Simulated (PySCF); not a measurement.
Work out the structure from these simulated measurements.

Elements present: C, F, H and O. Monoisotopic mass: 123.0241 u (electron mass counted); charge +1.

| Item | Value |
| --- | --- |
| 13C NMR | chemical shifts (computed TMS as zero) by class: 188.4 (1 C), 174.7 (1 C), 163.7 (1 C), 127.5 (1 C), 125.1 (1 C), 121.1 (1 C), 75.8 (1 C) ppm [GIAO PBE0/pcSseg-1] |
| Rotational structure | rotational constants A, B, C: 3.625, 1.190, 0.896 GHz [PBE0-D3(BJ)/def2-SVP] |
| Couplings | largest of the computed one-bond spin–spin couplings (means over like bonds): 19F–13C -387.8, 13C–1H +300.0, 13C–1H +229.1, 13C–1H +196.1, 13C–1H +195.4 Hz [B3LYP/pcJ-1, spin–dipole term left out for some pairs] |
| 1H NMR | chemical shifts (computed TMS as zero) by class: 9.01 (1 H), 7.95 (1 H), 7.91 (1 H), 5.65 (1 H) ppm [GIAO PBE0/pcSseg-1] |
| UV, strongest line | among the 10 lowest singlet transitions: S10 at 7.43 eV (167 nm, f = 0.426) [TDDFT wB97X-D/def2-SVPD] |
| UV, first state | lowest singlet excitation: 4.33 eV (287 nm, f = 0.000) [TDDFT wB97X-D/def2-SVPD] |
| Valence photoelectron | vertical ionisation energy: 14.72 eV [ΔSCF wB97X-D/def2-SVPD] |

Gas-phase values; electronic properties from PySCF, density fitting. Levels stand in brackets. Geometry: PBE0-D3(BJ)/def2-SVP; no solvent, vibrations or thermal averaging. Each NMR value is the plain mean over a class of atoms that symmetry, rotation or inversion makes alike.

Problem. Which formula fits the mass and the elements?

Solution. C7H4FO (calculated 123.0241). No other formula that holds each of these elements comes within 0.0003 u with a fitting electron parity and a possible valence count.

Problem. What is the compound? Reason from the data.

Solution. Numbering: `[CH:1]#[C:2][c:3]1[cH:4][c:5]([F:6])[cH:7][cH:8][o+:9]1`. 7 carbons fall into 7 classes; from least to most shielded: aromatic C–F carbon [C5] (188.4 ppm), aromatic CH next to a ring oxygen [C8] (174.7 ppm), substituted aromatic carbon [C3] (163.7 ppm), terminal alkyne carbon [C1] (127.5 ppm), aromatic CH carbon [C4] (125.1 ppm), aromatic CH carbon [C7] (121.1 ppm), alkyne carbon [C2] (75.8 ppm). Hydrogen classes from least to most shielded: 1 H on an aromatic CH next to a ring oxygen, C8 (9.01 ppm), 1 H on an aromatic CH carbon, C7 (7.95 ppm), 1 H on an aromatic CH carbon, C4 (7.91 ppm), 1 H on a terminal alkyne carbon, C1 (5.65 ppm). The couplings run between: -387.8 Hz, aryl fluorine [F6] and aromatic C–F carbon [C5]; +300.0 Hz, terminal alkyne carbon [C1] and its hydrogen; +229.1 Hz, aromatic CH next to a ring oxygen [C8] and its hydrogen; +196.1 Hz, aromatic CH carbon [C7] and its hydrogen; +195.4 Hz, aromatic CH carbon [C4] and its hydrogen. S1 is mainly HOMO−1→LUMO (weight 0.87); the largest Löwdin shares of the orbital it empties are 0.45 on the alkyne carbon, 0.42 on the terminal alkyne carbon and 0.05 on the substituted aromatic carbon, of the orbital it fills 0.19 on the aromatic C–F carbon, 0.19 on the substituted aromatic carbon, 0.14 on the ring oxygen and 0.11 on the aromatic CH next to a ring oxygen. The first electron is taken from the HOMO, whose largest Löwdin shares are 0.27 on the terminal alkyne carbon, 0.26 on the alkyne carbon, 0.13 on an aromatic CH carbon and 0.09 on the aromatic CH next to a ring oxygen. The optimised geometry has point group Cs and is an asymmetric top. Structure: `C#CC1=[O+]C=CC(F)=C1`. The assignments are read from this structure; whether some other isomer fits the data as well wasn't checked.
